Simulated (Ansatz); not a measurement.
The same path of CH3AlBCl (7 atoms, charge 0, multiplicity 1) was run 3 times with different band settings. Lost on the way: C3–H5. Made: B2–H5.

The calculation used UKS LDA/def2-SVP in Ansatz.

Relaxed end points:

```xyz
7
Properties=species:S:1:pos:R:3
Cl -2.130 -1.415 1.105
B -0.934 -0.487 0.257
C 0.465 -0.160 0.552
Al -0.332 0.620 -1.248
H 1.207 0.450 -0.038
H 1.005 -0.502 1.459
H 0.719 1.494 -2.088
```

```xyz
7
Properties=species:S:1:pos:R:3
Cl -2.016 -1.322 1.011
B -0.643 -0.445 0.363
C 0.743 -0.176 0.749
Al 0.696 0.736 -0.821
H -0.994 0.106 -0.780
H 1.328 -0.484 1.625
H 0.885 1.585 -2.147
```

Common settings: spring 5.0 eV/Å²; optimiser quadratic models (default); start path through a guess of the saddle point; iteration limit 60; end points relaxed.

| run | movable images | climbing image | force threshold |
| --- | --- | --- | --- |
| 1 | 5 | yes | 0.03 eV/Å |
| 2 | 5 | yes | 0.5 eV/Å |
| 3 | 4 | no | 0.03 eV/Å |

Problem. What does each run give, and how far can it be trusted?

Solution. Run 1: converged after 12 iterations, highest image 1.263 eV above the first end. A vibrational analysis at the climbing image gives one clearly imaginary mode, 1146i cm⁻¹: a first-order saddle point.
Run 2: converged after 9 iterations, highest image 1.268 eV above the first end. The threshold of 0.5 eV/Å is loose, so the images may lie well off the minimum-energy path. The order of the stationary point at the top wasn't checked.
Run 3: converged after 9 iterations, highest image 1.126 eV above the first end. Neighbouring images differ by up to 1.4 eV, so the band resolves the path poorly. No image climbed, so the highest image needn't sit at the top of the path.
The orbitals stay closed-shell, which can raise the energy where a bond breaks towards radicals; this wasn't checked here.
